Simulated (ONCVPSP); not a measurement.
## Logarithmic derivatives: hydrogen, ONCV

H, optimised norm-conserving Vanderbilt (ONCV), made with ONCVPSP 4.0.1 (PBE, scalar-relativistic). Core none, reference 1s1. Waves: 1s: rc 1.45 bohr, ncon 4, nbas 7, qcut 9.6 1/bohr, 1 projector; p scattering state at 0.41 Ha: rc 1.55 bohr, ncon 5, nbas 8, qcut 6.1 1/bohr, 2 projectors, debl 3.4 Ha. Local part: polynomial inside 1.10 bohr (lpopt 5, dvloc0 2 Ha). Core correction: none.

The phase is arctan(r·R′/R) of the radial function R(r), unwrapped; energies in Ha, scanned from -2 to 5 Ha. A pole is an energy at which the radial function vanishes at the test radius. The pseudo phase is shifted by a multiple of π to meet the all-electron one at the reference energy, and phase errors are pseudo minus all-electron; the curves can meet again beyond the range given. Levels narrower than the energy grid can be missing from the lists of poles.

**Question.** For each channel, where are the poles, and over which energies does the pseudopotential scatter like the atom?

**Answer.**

| channel | radius (bohr) | reference energy (Ha) | poles, all-electron | poles, pseudo | unbroken range about the reference energy with phases within 0.05 rad | phase error 1 Ha above the reference energy (rad) |
| --- | --- | --- | --- | --- | --- | --- |
| s | 1.47 | -0.24 | 0.77 | 0.79 | below 2.0 | +0.005 |
| p | 1.57 | 0.41 | 3.18 | 3.18 | the whole range | +0.000 |

Phases in the s channel:

| E (Ha) | all-electron | pseudo |
| --- | --- | --- |
| -1.98 | 0.969 | 0.971 |
| -1.62 | 0.834 | 0.836 |
| -1.26 | 0.599 | 0.602 |
| -0.90 | 0.161 | 0.164 |
| -0.54 | -0.493 | -0.492 |
| -0.18 | -1.015 | -1.015 |
| 0.18 | -1.308 | -1.307 |
| 0.54 | -1.485 | -1.482 |
| 0.90 | -1.614 | -1.607 |
| 1.26 | -1.728 | -1.715 |
| 1.62 | -1.852 | -1.827 |
| 1.98 | -2.015 | -1.966 |
| 2.34 | -2.278 | -2.171 |
| 2.70 | -2.755 | -2.520 |
| 3.06 | -3.430 | -3.090 |
| 3.42 | -3.927 | -3.675 |
| 3.78 | -4.191 | -4.035 |
| 4.14 | -4.340 | -4.236 |
| 4.50 | -4.435 | -4.358 |
| 4.86 | -4.501 | -4.440 |
